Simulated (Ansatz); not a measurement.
Molecule: sum formula WO₂F, charge 1, multiplicity 1. 
Coordinates optimised at B3LYP-D3(BJ)/def2-TZVP (Ansatz, a quantum-chemistry and plane-wave program):
```
W
O 1 1.6790
O 1 1.6790 2 103.86
F 1 1.8189 2 105.96 3 111.42
```
Charge +1, spin multiplicity 1.

Parts of the frozen-core correlation energy in def2-SVP (Ansatz, hartree). Frozen orbitals: 7; correlated occupied orbitals by spin: 12 and 12; virtual: 55 and 55. Spin-orbit coupling is left out. Past Kr the def2 sets carry scalar-relativistic core potentials. The restricted reference is unstable.

```tsv
term	value
reference (HF)	-315.03740
MP2 opposite-spin	-0.58957
MP2 same-spin	-0.25369
CCSD correlation	-0.76792
(T)	-0.04331
T1 diagnostic	0.032
largest doubles amplitude	0.052
```
